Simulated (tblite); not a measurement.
Species: C7H7N (charge +1 and doublet state).
Structure used (GFN2-xTB), in Å, numbered top down from 1:
```
atom  x, y, z in Å
C1     0.1854   -1.3587   -1.0158
C2     0.2031   -0.2785   -0.1747
C3     1.4360    0.1061    0.3672
C4     2.5155    0.4321    0.8319
C5     3.7169    0.7947    1.3481
N6     4.7334    1.1041    1.7848
C7    -0.9870    0.5213    0.2093
C8    -2.3205    0.1191   -0.3721
H9    -0.7293   -1.7063   -1.4681
H10    1.0890   -1.8978   -1.2541
H11   -1.0524    0.5351    1.3096
H12   -0.7830    1.5782   -0.0275
H13   -2.3235    0.1733   -1.4620
H14   -2.5941   -0.9008   -0.0979
H15   -3.0940    0.7861   -0.0005
```

Computed geometry: GFN2-xTB, gas phase. This method treats the open shell by occupation alone, without spin polarisation.

Take the most abundant isotopes and a rigid rotor. The values belong to one conformer with, in the numbering `[CH2+:1][C:2]([C:3]#[C:4][C:5]#[N:6])[CH2:7][CH3:8]`, H–C1–C2–C3 180° and 0°, C1–C2–C7–C8 0°.

Problem. What are A, B and C (MHz)?

Solution. Ia = 69.89, Ib = 640.47, Ic = 704.27 u·Å²; 505379 MHz·u·Å²/I gives A = 7231, B = 789.1, C = 717.6 MHz.

Problem. Classify the top.

Solution. A near-prolate asymmetric top; Ray's κ = -0.978.

Problem. Is it planar, by Δ = Ic − Ia − Ib?

Solution. Not planar: Δ = Ic − Ia − Ib = -6.08 u·Å². For a rigid frame Δ = −2 Σ m c², so Σ m c² = 3.04 u·Å² lies off the ab plane, practically all of it from hydrogen. The atom farthest from that plane is 0.89 Å away.

Problem. Where do the levels up to J = 3 lie, in MHz?

Solution. Above 0(0,0):
J = 1: 1(0,1) 1507, 1(1,1) 7949, 1(1,0) 8020
J = 2: 2(0,2) 4519, 2(1,2) 10890, 2(1,1) 11105, 2(2,1) 30431, 2(2,0) 30431
J = 3: 3(0,3) 9037, 3(1,3) 15303, 3(1,2) 15732, 3(2,2) 34951, 3(2,1) 34954, 3(3,1) 67339, 3(3,0) 67339
The levels of one J sum to (2J + 1)J(J + 1)(A + B + C)/3.

Problem. Estimate the classical rotational partition function at 25 K, 200 K and 298.15 K.

Solution. Point group Cs, symmetry number σ = 1; q = (√π/σ)·√((kT/h)³/(ABC)), k/h = 20836.6 MHz/K: 10400 at 25 K, 236000 at 200 K, 429000 at 298.15 K.

For this open shell read J as N, the rotation without spin; fine and hyperfine splittings come on top. Its GFN2-xTB frequencies are all real (lowest 24 cm⁻¹). No vibrational averaging or centrifugal distortion is included, and the geometry carries the error of its method.

Hardware: one thread of an AMD EPYC, shared host with 64 logical CPUs at a one-minute load of 59. Cost: 2.5 s wall. This is the geometry optimisation.
